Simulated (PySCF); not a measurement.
This PySCF input asks for the NMR shieldings of `[SiH3]C[Si@@H]1CC[SiH2]N1`, C$_{3}$H$_{13}$NSi$_{3}$; the geometry comes from PBE0-D3(BJ)/def2-SVP.

```python
import basis_set_exchange as bse
import numpy as np
from pyscf import gto, dft
from pyscf.prop import nmr

atoms = """
Si    3.255467    0.427901   -0.340245
C     1.878620   -0.642048    0.361644
Si    0.250667   -0.546400   -0.571907
C    -0.484343    1.197376   -0.593264
C    -2.021731    1.082739   -0.600873
Si   -2.496618   -0.400425    0.473408
N    -1.064274   -1.367203    0.232471
H     4.509914    0.295134    0.463912
H     3.560642    0.035333   -1.750980
H     2.849051    1.868167   -0.337881
H     1.697509   -0.348462    1.410407
H     2.229532   -1.688955    0.374833
H     0.500722   -1.082673   -1.951909
H    -0.110100    1.808752   -1.430473
H    -0.143332    1.700186    0.329511
H    -2.379549    0.866554   -1.622509
H    -2.514051    2.018396   -0.290262
H    -2.719408   -0.027680    1.910531
H    -3.745366   -1.087364    0.011853
H    -1.001401   -2.333133    0.533499
"""
names = dict.fromkeys(["Si", "C", "N", "H"], "pcSseg-1")
basis = {el: gto.basis.parse(bse.get_basis(n, elements=[el], fmt="nwchem")) for el, n in names.items()}
mol = gto.M(atom=atoms, basis=basis, charge=0, verbose=0)
mf = dft.RKS(mol, xc="HYB_GGA_XC_WP04")
mf.grids.level = 2
mf.grids.alignment = dft.numint.BLKSIZE   # the property module wants whole blocks of grid points
mf.conv_tol = 1e-9
mf.kernel()

calc = nmr.RKS(mf)   # GIAO
C = mf.mo_coeff
Co = C[:, mf.mo_occ > 0]
resp = mf.gen_response(singlet=True, hermi=2)
def vind(x):   # induced exchange potential for any number of trial vectors
    d = np.einsum("pi,xij,qj->xpq", C, 2 * x.reshape(-1, C.shape[1], Co.shape[1]), Co, optimize=True)
    return np.einsum("xpq,pi,qj->xij", resp(d - d.transpose(0, 2, 1)), C, Co, optimize=True).ravel()
mo1, _ = nmr.rhf.solve_mo1(calc, with_cphf=vind)
sigma = calc.kernel(mo1)
for i, s in enumerate(sigma):   # ppm
    w = np.linalg.eigvalsh((s + s.T) / 2)
    print("%2d %-2s iso %8.1f  s11 %8.1f  s22 %8.1f  s33 %8.1f" % (i, mol.atom_pure_symbol(i), w.mean(), *w))
```

Q: Give the expected output.

A: 
```
 0 Si iso    403.3  s11    378.4  s22    387.6  s33    443.9
 1 C  iso    176.8  s11    169.2  s22    175.8  s33    185.4
 2 Si iso    344.0  s11    295.5  s22    357.6  s33    378.9
 3 C  iso    161.9  s11    155.7  s22    158.1  s33    171.9
 4 C  iso    163.7  s11    153.0  s22    161.2  s33    177.0
 5 Si iso    365.5  s11    329.2  s22    351.0  s33    416.3
 6 N  iso    233.7  s11    218.4  s22    221.4  s33    261.4
 7 H  iso     28.2  s11     24.8  s22     25.8  s33     33.9
 8 H  iso     28.3  s11     25.1  s22     26.6  s33     33.1
 9 H  iso     28.4  s11     24.5  s22     28.3  s33     32.4
10 H  iso     31.8  s11     27.4  s22     30.6  s33     37.5
11 H  iso     31.5  s11     26.6  s22     29.9  s33     38.0
12 H  iso     27.3  s11     23.6  s22     26.0  s33     32.4
13 H  iso     30.6  s11     25.2  s22     29.6  s33     36.9
14 H  iso     31.1  s11     26.5  s22     30.3  s33     36.5
15 H  iso     30.8  s11     26.6  s22     28.1  s33     37.6
16 H  iso     30.6  s11     25.8  s22     28.0  s33     38.1
17 H  iso     27.4  s11     24.1  s22     24.9  s33     33.3
18 H  iso     27.4  s11     24.2  s22     24.8  s33     33.3
19 H  iso     31.6  s11     23.4  s22     28.5  s33     43.1
```

These numbers come from an equivalent density-fitted implementation of the same equations, which agrees with the script to about 0.01 ppm for H and up to a few tenths of a ppm for heavy atoms, so last digits may differ.

Q: Turn these shieldings into chemical shifts. δ = σ(ref) − σ, references computed at the same level: 29Si (σref 338.69) and 13C (σref 172.44) and 1H (σref 31.56) against TMS; 15N (σref 246.90) against NH3.

A: Averaging equivalent atoms: Si 2: -5.3; Si 5: -26.8; Si 0: -64.6; C 3: 10.6; C 4: 8.7; C 1: -4.3; N 6: 13.2; H 12: 4.24; H 18: 4.13; H 17: 4.12; H 7/8/9: 3.29; H 13: 0.97; H 16: 0.93; H 15: 0.78; H 14: 0.48; H 11: 0.05; H 19: -0.08; H 10: -0.27 ppm. Experimental scales use liquid or dissolved standards, which lie at an offset from isolated NH3 (liquid NH3: subtract about 20 ppm).

Size and cost of the density-fitted run: 205 basis functions, 24 s wall time on 1 thread of an Intel Xeon 6975P-C, shared host; peak memory 0.98 GiB.
